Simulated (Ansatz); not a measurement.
`FC(F)C1(F)OC1(F)F` + H₂ → `FC1OC1(F)F` + `FCF` at 400 K and 1 bar (hydrogenolysis of a C–C bond).

Gas-phase electronic energies from Ansatz, PBE0-D4/def2-TZVP geometries. CCSD(T)/CBS adds triple-zeta CCSD(T) − MP2 to the extrapolated MP2 energy (def2 sets, frozen cores). This one scheme is used for every species. Each species was taken in one conformer, which may not be the lowest.

| species | CCSD(T)/CBS energy (Eh) | H − E (kJ/mol) | S (J/(mol·K)) |
| --- | --- | --- | --- |
| `FC(F)C1(F)OC1(F)F` | -688.82508 | 161.3 | 407.4 |
| H₂ | -1.17544 | 38.0 | 139.0 |
| `FC1OC1(F)F` | -451.19430 | 115.2 | 326.1 |
| `FCF` | -238.82660 | 101.8 | 260.0 |

H − E and S are ideal-gas, rigid-rotor, harmonic terms from PBE0-D4/def2-TZVP, for one conformer and one mirror image of each species. The MP2-based limit puts H₂ 0.8 mEh under its directly extrapolated value; such offsets cancel only in part. 1 Eh = 2625.50 kJ/mol, R = 8.31446 J/(mol·K).

**Question.** By hand: ΔE, ΔH, ΔS and ΔG.

**Answer.** ΔE = (-451.19430) + (-238.82660) − (-688.82508) − (-1.17544) = -0.02038 Eh = -53.5 kJ/mol. Δ(H − E) = 115.2 + 101.8 − 161.3 − 38.0 = 17.7, so ΔH = -35.8 kJ/mol. ΔS = 326.1 + 260.0 − 407.4 − 139.0 = 39.7 J/(mol·K). ΔG = -35.8 − 400 × (39.7)/1000 = -51.7 kJ/mol.

**Question.** By hand: the equilibrium constant, and the temperature at which ΔG would vanish if ΔH and ΔS stayed fixed.

**Answer.** log₁₀ K = −ΔG/(RT ln 10) = 6.8. ΔH and −TΔS have one sign here, so there is no such temperature.

TΔS isn't small against ΔH here. A doubt of 5 kJ/mol in ΔE shifts log₁₀ K by 0.7 here. Other conformers and mirror images would add mixing entropy, several J/(mol·K) or more a flexible species. Modes under 60 cm⁻¹, often nearly free rotors, make the harmonic entropy too high. These are equilibria of isolated gas molecules and say nothing of rates. Largest T1 diagnostic: 0.013 (customary marks: 0.02 for closed shells, 0.045 for open ones).
